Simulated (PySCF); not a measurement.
# MnH₃⁻: fields on a plane

Method: UPBE0/[Mn def2-TZVPD, H def2-TZVPD], no relativity, density fitting, PySCF.

The sextet minimum has Mn–H 1.768 Å (×3); H–Mn–H 120.0° (×3).

The plane holds Mn1 at (0.00, 0.00), H2 at (1.77, 0.00), H3 at (-0.88, 1.53), H4 at (-0.88, -1.53) Å. Columns run from x = -2.85 to 4.05 Å, rows from y = 3.75 (top) to -3.45 Å, in steps of 0.3 Å. Other isomers or separated fragments may lie lower.

Question: Give the electron localisation function (set to 0 where the density is under 0.005 e/Å³). Lower edges of the bins: '0' 0.000, '1' 0.100, '2' 0.200, '3' 0.300, '4' 0.400, '5' 0.500, '6' 0.600, '7' 0.700, '8' 0.800, '9' 0.900; top 1.00.

Answer: 
```
000000000000000000000000
000000000000000000000000
000089999700000000000000
006999999984000000000000
009999999995100000000000
079999999996200000000000
089999999995211120000000
089999999984212356600000
089999999842124789980000
068999995211137999998000
035788621332138999999700
012343216786239999999800
001121138217339999999900
001121138217339999999900
012343216786239999999800
035788621332138999999700
068999995211137999998000
089999999842124789980000
089999999984212356600000
089999999995211120000000
079999999996200000000000
009999999995100000000000
006999999984000000000000
000089999700000000000000
000000000000000000000000
```

Question: Give the electrostatic potential (V) (cut at 20 V). Lower edges of the bins (V): '_' -6.13, '.' -5.98, ':' -5.73, '-' -5.34, '=' -4.73, '+' -3.75, '*' -2.21, '#' 0.24, '%' 4.11, '@' 10.26; top 20.0, each point printed twice.

Answer: 
```
++++++======================++++++++++++++++++++
++==========------==============++++++++++++++++
========----------------==========++++++++++++++
====----::::......::::----============++++++++++
====--::........____..::------==========++++++++
==--::....::==--::____..::--------========++++++
==--::..::++####++::..::::::----------======++++
----..__--##@@@@##==--------::::::::----======++
--::..__--**@@@@##++++++==--::......::----====++
--::..__..++############**==--..____..::--======
----::..::==**##@@@@@@@@##**==----..__..::--====
----::::--++##@@@@@@@@@@@@##**####==::..::--====
----::--==++##@@@@@@@@@@@@##%%@@@@**--..::--====
----::--==++##@@@@@@@@@@@@##%%@@@@**--..::--====
----::::--++##@@@@@@@@@@@@##**####==::..::--====
----::..::==**##@@@@@@@@##**==----..__..::--====
--::..__..++############**==--..____..::--======
--::..__--**@@@@##++++++==--::......::----====++
----..__--##@@@@##==--------::::::::----======++
==--::..::++####++::..::::::----------======++++
==--::....::==--::____..::--------========++++++
====--::........____..::------==========++++++++
====----::::......::::----============++++++++++
========----------------==========++++++++++++++
++==========------==============++++++++++++++++
```

With open d or f shells other occupations or spin states may lie lower. The lowest empty level of this anion is unbound, so it and the gap depend on the basis.
